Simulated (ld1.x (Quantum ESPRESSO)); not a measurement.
## What one change does to a pseudopotential (As, RRKJ)

arsenic (As), norm-conserving RRKJ (Kleinman–Bylander form), made with ld1.x (Quantum ESPRESSO) 7.5 (Wu–Cohen, scalar-relativistic). Core [Ar] 3d10, reference 4s2 4p1 (charge +2). Waves: 4p (bound): rc 1.65 bohr; 4s (bound): rc 1.55 bohr. Local part: the s channel. Core correction: none. rho0 = 0.01.

All-electron outer shells of the reference configuration (Wu–Cohen, scalar-relativistic, ld1.x):

```json
{"shell": "4s", "level (eV)": "-33.57", "outermost node (bohr)": "0.73", "outermost maximum (bohr)": "1.57"}
{"shell": "4p", "level (eV)": "-22.74", "outermost node (bohr)": "0.77", "outermost maximum (bohr)": "1.83"}
```

Change: wave 4s (bound): rc 1.55 bohr becomes 4s (bound): rc 2.02 bohr.

Cutoffs: the cutoffs (Ry, on a coarse ladder) from which the occupation-weighted sum of valence levels, in a spherical-Bessel basis at the reference potential, stays within 10 and 1 mRy of its value at 400 Ry; they do not see the model core or the augmentation charge, which bear on the density cutoff. Errors are all-electron minus pseudo energies relative to the spin-unpolarised reference configuration.

**Question.** Predict the effect on cutoff, ghosts and configuration errors.

**Answer.** The potential gets softer (35 Ry and 50 Ry → 30 Ry and 40 Ry); of the 7 tests that both files solve, the error grows in 5 and shrinks in 2 by more than 15 % and 0.3 meV (median size 3.4 → 7.3 meV); neither file shows a bound ghost. A larger radius leaves more room for a smooth pseudo-wave, so fewer plane waves are needed.

```csv
quantity,base,changed
"cutoff, loose",35 Ry,30 Ry
"cutoff, tight",50 Ry,40 Ry
loose cutoff by channel (10 mRy a level),"p 25 Ry, s 18 Ry","p 30 Ry, s 15 Ry"
bound ghosts,none,none
"error for 4s2 4p3, meV [ΔE -27.14 eV]",-3.9,-13
"error for 4s2 4p2, meV [ΔE -17.98 eV]",+0.6,-0.1
"error for 4s2 4p0, meV [ΔE 27.78 eV]",-1.1,+7.3
"error for 4s1 4p4, meV [ΔE -17.69 eV]",-4.5,+2.7
"error for 4s2 4p2.5, meV [ΔE -23.58 eV]",-1.3,-5.1
"error for 4s0 4p5, meV [ΔE -8.02 eV]",+3.6,+49
"error for 4s1 4p3, meV [ΔE -7.83 eV]",+3.4,+13
```
